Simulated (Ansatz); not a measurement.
`N[SiH2][AlH][OH]`, relaxed with RKS PBE0-D4/def2-TZVP in the Gaussian-basis code of Ansatz from a PBE-D4/def2-SVP geometry. The force threshold is 0.005 eV/Å; the program also tests the step.

The species carries charge 0 and has multiplicity 1.

Start:

```xyz
10

N     1.210    0.863   -1.221
Si   -0.219    1.114   -0.205
Al   -1.018   -0.846    1.088
O    -0.227   -2.378    0.956
H     1.097    0.210   -2.003
H     2.080    0.635   -0.730
H    -1.318    1.611   -1.117
H     0.108    2.252    0.736
H    -2.251   -0.911    2.110
H     0.538   -2.551    0.385
```

```csv
step,energy (eV),largest force (eV/Å),largest move (Å)
1,-18102.8121,0.681,0.000
2,-18102.8470,0.440,0.087
3,-18102.8560,0.178,0.035
4,-18102.8582,0.092,0.020
5,-18102.8612,0.024,0.044
6,-18102.8614,0.013,0.012
7,-18102.8614,0.003,0.007
```

End:

```xyz
10

N     1.189    0.815   -1.191
Si   -0.211    1.079   -0.195
Al   -1.033   -0.861    1.104
O    -0.222   -2.353    0.951
H     1.098    0.258   -2.026
H     2.080    0.645   -0.751
H    -1.291    1.570   -1.102
H     0.121    2.202    0.732
H    -2.269   -0.891    2.099
H     0.537   -2.464    0.380
```

Run time 33 s (2 threads of an Arm Neoverse V1 on a shared host); peak host memory 0.37 GiB.
